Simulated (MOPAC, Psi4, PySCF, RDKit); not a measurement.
Internal rotation in SMILES N#Cc1ccsc1-c1cccs1. Scanned: dihedral S6–C7–C8–S12; all other coordinates were relaxed at GFN2-xTB. Points at φ and −φ are mirror images. Heavy atoms are numbered in the order of the SMILES N#Cc1ccsc1-c1cccs1, hydrogens after them in the order of the atoms that carry them; the mirror image has the same energies with the sign of each dihedral reversed.

Computed with: RKS-B3LYP/6-31G* = restricted B3LYP/6-31G*, spherical d, density fitting // GFN2-xTB (PySCF); PM6, restricted, heats of formation // GFN2-xTB (MOPAC); UFF // GFN2-xTB (RDKit); PBE-D3(BJ)/def2-SVP // GFN2-xTB (Psi4).

Energies relative to the lowest point of each profile, in kcal/mol; the last columns give the difference from PBE-D3(BJ):

```tsv
φ / °	RKS-B3LYP/6-31G*	PM6	UFF	PBE-D3(BJ)/def2-SVP	RKS-B3LYP/6-31G* − PBE-D3(BJ)/def2-SVP	PM6 − PBE-D3(BJ)/def2-SVP	UFF − PBE-D3(BJ)/def2-SVP
-165	—	0.0	0.3	0.4	—	-0.4	-0.1
-150	—	0.1	0.2	0.7	—	-0.6	-0.5
-135	1.1	0.3	0.8	1.4	-0.3	-1.0	-0.6
-120	1.8	0.6	2.1	2.4	-0.6	-1.8	-0.3
-105	2.6	0.8	3.8	3.7	-1.1	-2.8	0.1
-90	2.9	1.0	4.4	4.3	-1.4	-3.3	0.1
-75	2.4	1.3	3.2	3.7	-1.3	-2.4	-0.5
-60	1.4	1.3	1.5	2.4	-0.9	-1.0	-0.9
-45	0.5	1.2	0.3	1.1	-0.6	0.1	-0.8
-30	0.0	1.3	0.0	0.3	-0.3	1.0	-0.3
-15	0.0	1.5	0.5	0.0	0.0	1.5	0.5
0	0.2	1.7	0.9	0.0	0.2	1.7	0.9
15	0.0	1.5	0.5	0.0	0.0	1.5	0.5
30	0.0	1.3	0.0	0.3	-0.3	1.0	-0.3
45	0.5	1.2	0.3	1.1	-0.6	0.1	-0.8
60	1.4	1.3	1.5	2.4	-0.9	-1.0	-0.9
75	2.4	1.3	3.2	3.7	-1.3	-2.4	-0.5
90	2.9	1.0	4.4	4.3	-1.4	-3.3	0.1
105	2.6	0.8	3.8	3.7	-1.1	-2.8	0.1
120	1.8	0.6	2.1	2.4	-0.6	-1.8	-0.3
135	1.1	0.3	0.8	1.4	-0.3	-1.0	-0.6
150	—	0.1	0.2	0.7	—	-0.6	-0.5
165	—	0.0	0.3	0.4	—	-0.4	-0.1
180	—	0.0	0.5	0.4	—	-0.4	0.1
```

RKS-B3LYP/6-31G* is furthest from PBE-D3(BJ)/def2-SVP at -90 (-1.4 kcal/mol, below); its mean absolute difference over the points is 0.7 kcal/mol.

PM6 is furthest from PBE-D3(BJ)/def2-SVP at -90 (-3.3 kcal/mol, below); its mean absolute difference over the points is 1.4 kcal/mol.

UFF is furthest from PBE-D3(BJ)/def2-SVP at 0 (0.9 kcal/mol, above); its mean absolute difference over the points is 0.4 kcal/mol.

Dashes: no converged value, or the column stops at the first point that the program doubted or that broke a chosen test of continuity, which isn't proof of a fault.
